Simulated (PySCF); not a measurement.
C₁₀H₇N₃, SMILES C1=CC2=CC=NC3=NC=CC(=C1)N23. Atoms are numbered in the order given.

```xyz
20

C      0.0000     0.0000     2.7979
C      0.0000    -1.2039     2.1065
C      0.0000    -1.2172     0.6989
C      0.0000    -2.4038    -0.0702
C      0.0000    -2.3044    -1.4463
N      0.0000    -1.1497    -2.1113
C      0.0000     0.0000    -1.4370
N      0.0000     1.1497    -2.1113
C      0.0000     2.3044    -1.4463
C      0.0000     2.4038    -0.0702
C      0.0000     1.2172     0.6989
C      0.0000     1.2039     2.1065
N      0.0000     0.0000     0.0033
H      0.0000     0.0000     3.8905
H      0.0000    -2.1636     2.6220
H      0.0000    -3.3638     0.4442
H      0.0000    -3.2135    -2.0600
H      0.0000     3.2135    -2.0600
H      0.0000     3.3638     0.4442
H      0.0000     2.1636     2.6220
```
Charge 0, spin multiplicity 1.

Geometry: B3LYP-D3(BJ)/def2-SVP.

The numbers are results of r2SCAN/def2-SVP in PySCF, not measurements.

Symmetry labels are those of the subgroup C2v that the program uses (full group C2v).

Computed valence orbital energies around the gap with their symmetry:
```tsv
orbital	symmetry	energy (eV)
HOMO−7	A2	-9.56
HOMO−6	B2	-9.48
HOMO−5	B1	-8.37
HOMO−4	A2	-7.64
HOMO−3	B1	-7.31
HOMO−2	B2	-6.41
HOMO−1	A1	-6.24
HOMO	A2	-4.61
LUMO	B1	-2.86
LUMO+1	A2	-1.64
LUMO+2	B1	-1.57
LUMO+3	A2	1.34
```
